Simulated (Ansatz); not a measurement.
Ansatz (a program for electronic structure) input (HF/3-21G): The .json file is the Basis Set Exchange's 3-21G.

Ansatz 0.2 input:
```yaml
crystal:
  periodic: [false, false, false]
  atoms:
    - {symbol: Cd, position_ang: [0.85976049, 0.06440541, -0.08893058]}
    - {symbol: Br, position_ang: [-0.86881687, 1.73912661, -1.34740998]}
    - {symbol: Br, position_ang: [-0.31028324, -1.82745403, 1.46937192]}
basis:
  gaussian:
    orbitals: 3-21G.json
hamiltonian:
  xc: {name: HF}
total_charge: -1
magnetization: {spin_polarized: true, initial_magnetization: 1}
phonons: {temperatures: {t_min: 298.15, t_max: 298.15, t_step: 100}}
```

Output:

```
Functional definition: HF
integrals: 0.03 GiB planned
965 factors; integrals over basis functions are off by at most 1.6e-4 eV
mean field: 0.77 GiB planned
mean field evaluation 1: about -287364.1710 eV, gradient 8.0e0 eV
mean field evaluation 2: about -287364.1767 eV, gradient 8.0e0 eV
mean field evaluation 4: about -287364.8222 eV, gradient 1.3e0 eV
mean field evaluation 8: about -287364.8737 eV, gradient 4.0e-3 eV
mean field -287364.87373321 eV, -10560.4643267882 hartree, gradient 2.5e-5 eV, S^2 0.753039; 0 other end points of the search recorded, 0 dependent functions left out
the calculation of the forces begins
reference -287364.87373321 eV, -10560.4643267882 hartree; 60, 59 occupied and 25, 26 virtual orbitals, 965 factors
these checks for a lower state are left out or cut short: stability, starts, cluster_reference, orbital_swaps, neighbouring_geometries, increment
integrals: 0.03 GiB planned
965 factors; integrals over basis functions are off by at most 1.6e-4 eV
mean field: 0.77 GiB planned
mean field evaluation 16: about -287364.8737 eV, gradient 5.5e-6 eV
mean field -287364.87372040 eV, -10560.4643263175 hartree, gradient 5.5e-6 eV, S^2 0.753040; 0 other end points of the search recorded, 0 dependent functions left out
the calculation of the forces begins
reference -287364.87372040 eV, -10560.4643263175 hartree; 60, 59 occupied and 25, 26 virtual orbitals, 965 factors
these checks for a lower state are left out or cut short: stability, starts, cluster_reference, orbital_swaps, neighbouring_geometries, increment
integrals: 0.03 GiB planned
965 factors; integrals over basis functions are off by at most 1.6e-4 eV
mean field: 0.77 GiB planned
mean field -287364.87372210 eV, -10560.4643263797 hartree, gradient 5.5e-6 eV, S^2 0.753037; 0 other end points of the search recorded, 0 dependent functions left out
the calculation of the forces begins
reference -287364.87372210 eV, -10560.4643263797 hartree; 60, 59 occupied and 25, 26 virtual orbitals, 965 factors
these checks for a lower state are left out or cut short: stability, starts, cluster_reference, orbital_swaps, neighbouring_geometries, increment
integrals: 0.03 GiB planned
965 factors; integrals over basis functions are off by at most 1.6e-4 eV
mean field: 0.77 GiB planned
mean field -287364.87372163 eV, -10560.4643263625 hartree, gradient 5.5e-6 eV, S^2 0.753043; 0 other end points of the search recorded, 0 dependent functions left out
the calculation of the forces begins
reference -287364.87372163 eV, -10560.4643263625 hartree; 60, 59 occupied and 25, 26 virtual orbitals, 965 factors
these checks for a lower state are left out or cut short: stability, starts, cluster_reference, orbital_swaps, neighbouring_geometries, increment
integrals: 0.03 GiB planned
965 factors; integrals over basis functions are off by at most 1.6e-4 eV
mean field: 0.77 GiB planned
mean field evaluation 32: about -287364.8737 eV, gradient 1.1e-2 eV
mean field -287364.87372355 eV, -10560.4643264331 hartree, gradient 5.5e-6 eV, S^2 0.753035; 0 other end points of the search recorded, 0 dependent functions left out
the calculation of the forces begins
reference -287364.87372355 eV, -10560.4643264331 hartree; 60, 59 occupied and 25, 26 virtual orbitals, 965 factors
these checks for a lower state are left out or cut short: stability, starts, cluster_reference, orbital_swaps, neighbouring_geometries, increment
integrals: 0.03 GiB planned
965 factors; integrals over basis functions are off by at most 1.6e-4 eV
mean field: 0.77 GiB planned
mean field -287364.87373010 eV, -10560.4643266739 hartree, gradient 5.5e-6 eV, S^2 0.753038; 0 other end points of the search recorded, 0 dependent functions left out
the calculation of the forces begins
reference -287364.87373010 eV, -10560.4643266739 hartree; 60, 59 occupied and 25, 26 virtual orbitals, 965 factors
these checks for a lower state are left out or cut short: stability, starts, cluster_reference, orbital_swaps, neighbouring_geometries, increment
integrals: 0.03 GiB planned
965 factors; integrals over basis functions are off by at most 1.6e-4 eV
mean field: 0.77 GiB planned
mean field -287364.87372885 eV, -10560.4643266281 hartree, gradient 5.5e-6 eV, S^2 0.753040; 0 other end points of the search recorded, 0 dependent functions left out
the calculation of the forces begins
reference -287364.87372885 eV, -10560.4643266281 hartree; 60, 59 occupied and 25, 26 virtual orbitals, 965 factors
Total energy: -287364.87373321 eV, -10560.4643267882 hartree
Atom 0 at     0.859760     0.064405    -0.088931 Å, force    -0.000599    -0.000045     0.000062 eV/Å
Atom 1 at    -0.868817     1.739127    -1.347410 Å, force     0.000352    -0.000315     0.000236 eV/Å
Atom 2 at    -0.310283    -1.827454     1.469372 Å, force     0.000246     0.000360    -0.000298 eV/Å
Dipole moment:     0.407742     0.030544    -0.042175 e Å
Vibrations: 58.33 169.07 187.60 cm⁻¹, zero-point energy 0.025727 eV
```

The blocks after the first are displaced geometries, from whose forces the wavenumbers follow.

The dipole moment of an ion depends on the origin.
